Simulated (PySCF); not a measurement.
**Structure from NMR data**

Molecular formula: C$_{6}$H$_{12}$Si$_{3}$. Simulated spectra:

1H NMR (400 MHz, computed): δ 6.02 (t, 1H), 4.83 (m, 2H), 4.11 (s, 6H), 2.31 (s, 3H).

13C{1H} NMR (computed): δ 159.4 (C), 137.3 (CH), 105.3 (C), 82.9 (C), 15.0 (C), 6.1 (CH3).

All values are calculated (PySCF 2.14.0 with density-fitted response routines): NMR shieldings at PBE0/pcSseg-1/GIAO, coordinates at the GFN2-xTB level. Gas phase, non-relativistic, fast rotation and ring inversion assumed for equivalent nuclei, one conformer.

Referencing at the same level of theory: TMS for 1H (σref 31.72), 13C (σref 186.93).

Q: Deduce the structure.

A: 
Rings plus π bonds: 4 (1 ring in the answer). 6 carbon signals for 6 carbons: no two carbons are equivalent. Carbon types of the structure: 4 × C, 1 × CH, 1 × CH3, leaving 8 H on heteroatoms. δC 159.4: fully substituted alkene carbon; an sp2 carbon of a C=C bond. δC 137.3: alkene CH; an sp2 carbon of a C=C bond. δC 105.3, 82.9: alkyne carbon. δC 15.0: allylic fully substituted sp3 carbon bonded to 3 Si. δC 6.1: propargylic methyl carbon; a saturated carbon with 1 carbon neighbour and no heteroatom attached. δH 6.02: hydrogen on an alkene CH; attached to an sp2 carbon and in the plane of the double bond. δH 2.31: hydrogen on a propargylic methyl carbon.

Structure: `InChI=1S/C6H12Si3/c1-2-3-5-4-9-6(5,7)8/h4H,9H2,1,7-8H3`.

The data come from this structure; uniqueness wasn't tested.

Shifts are as computed. Against solution values, carbons near 30 ppm lie about +3 ppm off and those near 130 ppm about +5 ppm. Of 1211 compounds with measured shifts, 218 miss one by over three times the rms of a fit or turn the order of signals round; such compounds aren't used in these exercises. Multiplicities follow the n + 1 count of equivalent neighbours, as no J values were calculated; m marks all less simple cases, F and P coupling included.
